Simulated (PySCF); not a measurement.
C5H9O2 (SMILES CC(=[OH+])C=C(C)O), charge +1, singlet, at a GFN2-xTB geometry; DF-CAMB3LYP/6-31G** run with PySCF.

PySCF was given this input:
```python
from pyscf import gto, scf, dft

mol = gto.M(
    atom='''
C    -2.48553592    0.48909195    0.71341583
C    -1.22323691    0.15553164    0.01904527
O    -1.25536073   -0.16408523   -1.24201655
C    -0.00559831    0.17735760    0.69281024
C     1.22217629   -0.12344282    0.11028633
C     2.47256752   -0.07506497    0.89831110
O     1.27456341   -0.44971797   -1.14834985
H    -2.32769863    0.74201702    1.75626026
H    -3.17634971   -0.35487903    0.65755391
H    -2.97374805    1.33074930    0.21759676
H    -2.14528276   -0.15517639   -1.63306037
H    -0.01394516    0.44488625    1.73503409
H     3.14866694    0.67142209    0.47551487
H     2.29381265    0.16938546    1.93981243
H     2.98862140   -1.03573483    0.84440969
H     2.17006599   -0.64308475   -1.47340301
''',
    basis='6-31g**',
    charge=1,
    verbose=4,
)

mf = dft.RKS(mol)
mf.xc = 'camb3lyp'
mf.grids.atom_grid = (150, 974)
mf = mf.density_fit(auxbasis='def2-universal-jkfit')
mf.kernel()
mf.analyze()
```

It wrote (shortened):

```
PySCF version 2.14.0

[INPUT] verbose = 4
[INPUT] num. atoms = 16
[INPUT] num. electrons = 54
[INPUT] charge = 1
[INPUT] spin (= nelec alpha-beta = 2S) = 0
[INPUT] symmetry False subgroup None
[INPUT] Mole.unit = angstrom
[INPUT] Symbol           X                Y                Z      unit          X                Y                Z       unit  Magmom
[...]
nuclear repulsion = 308.568792533201
number of shells = 69
number of NR pGTOs = 252
number of NR cGTOs = 143
basis = 6-31g**
ecp = {}

******** <class 'pyscf.df.df_jk.DFRKS'> ********
method = DFRKS
initial guess = minao
damping factor = 0
level_shift factor = 0
DIIS = <class 'pyscf.scf.diis.CDIIS'>
diis_start_cycle = 1
diis_space = 8
diis_damp = 0
SCF conv_tol = 1e-09
SCF conv_tol_grad = None
SCF max_cycles = 50
direct_scf = False
XC library pyscf.dft.libxc version 7.1.2
    S. Lehtola, C. Steigemann, M. J. T. Oliveira, and M. A. L. Marques,  SoftwareX 7, 1–5 (2018)
XC functionals = camb3lyp
    T. Yanai, D. P. Tew, and N. C. Handy,  Chem. Phys. Lett. 393, 51 (2004)
radial grids:
    Treutler-Ahlrichs [JCP 102, 346 (1995); DOI:10.1063/1.469408] (M4) radial grids

becke partition: Becke, JCP 88, 2547 (1988); DOI:10.1063/1.454033
pruning grids: <function nwchem_prune>
grids dens level: 3
symmetrized grids: False
atomic radii adjust function: <function treutler_atomic_radii_adjust>
User specified grid scheme (150, 974)
small_rho_cutoff = 0
Set gradient conv threshold to 3.16228e-05
Initial guess from minao.
tot grids = 1293960
******** <class 'pyscf.df.df.DF'> ********
auxbasis = def2-universal-jkfit
Create RSH-DF object <pyscf.df.df.DF object> for omega=0.33
******** <class 'pyscf.df.df.DF'> ********
auxbasis = auxmol.basis = def2-universal-jkfit
init E= -347.399093962938
[...]
cycle= 1 E= -345.858179067172  delta_E= 1.54  |g|= 0.792  |ddm|= 3.66
[...]
cycle= 2 E= -345.803547164201  delta_E= 0.0546  |g|= 0.997  |ddm|= 1.25
[...]
cycle= 3 E= -345.981044224302  delta_E= -0.177  |g|= 0.109  |ddm|= 0.741
[...]
cycle= 4 E= -345.983371813337  delta_E= -0.00233  |g|= 0.0391  |ddm|= 0.11
[...]
cycle= 5 E= -345.983714413187  delta_E= -0.000343  |g|= 0.00609  |ddm|= 0.0372
[...]
cycle= 6 E= -345.983723608384  delta_E= -9.2e-06  |g|= 0.00193  |ddm|= 0.00743
[...]
cycle= 7 E= -345.983724498459  delta_E= -8.9e-07  |g|= 0.00047  |ddm|= 0.002
[...]
cycle= 8 E= -345.983724566349  delta_E= -6.79e-08  |g|= 0.000114  |ddm|= 0.000785
[...]
cycle= 9 E= -345.983724570396  delta_E= -4.05e-09  |g|= 3.78e-05  |ddm|= 0.000178
[...]
cycle= 10 E= -345.983724570857  delta_E= -4.6e-10  |g|= 7.82e-06  |ddm|= 5.66e-05
[...]
Extra cycle  E= -345.983724570869  delta_E= -1.19e-11  |g|= 6.18e-06  |ddm|= 1.44e-05
converged SCF energy = -345.983724570869
**** SCF Summaries ****
Total Energy =                        -345.983724570868674
Nuclear Repulsion Energy =             308.568792533200565
One-electron Energy =                -1070.521218684151108
Two-electron Energy =                  415.968701580081870
Two-electron Coulomb Energy =          463.246410284688181
DFT Exchange-Correlation Energy =      -47.277708704606283
HOMO-LUMO gap [eV] =                     7.826802738090812
**** MO energy ****
[...]
 ** Mulliken pop on meta-lowdin orthogonal AOs  **
 ** Mulliken pop  **
 ** Mulliken atomic charges  **
charge of    0C =     -0.35059
charge of    1C =      0.38417
charge of    2O =     -0.33229
charge of    3C =     -0.24119
charge of    4C =      0.38421
charge of    5C =     -0.35057
charge of    6O =     -0.33222
charge of    7H =      0.15400
charge of    8H =      0.15754
charge of    9H =      0.15727
charge of   10H =      0.37488
charge of   11H =      0.15104
charge of   12H =      0.15862
charge of   13H =      0.15404
charge of   14H =      0.15618
charge of   15H =      0.37490

WARN: System has nonzero charge 1; the dipole moment is origin-dependent.
Location of origin: [0. 0. 0.]

Dipole moment(X, Y, Z, Debye):  0.00237,  0.01328,  0.00505
```
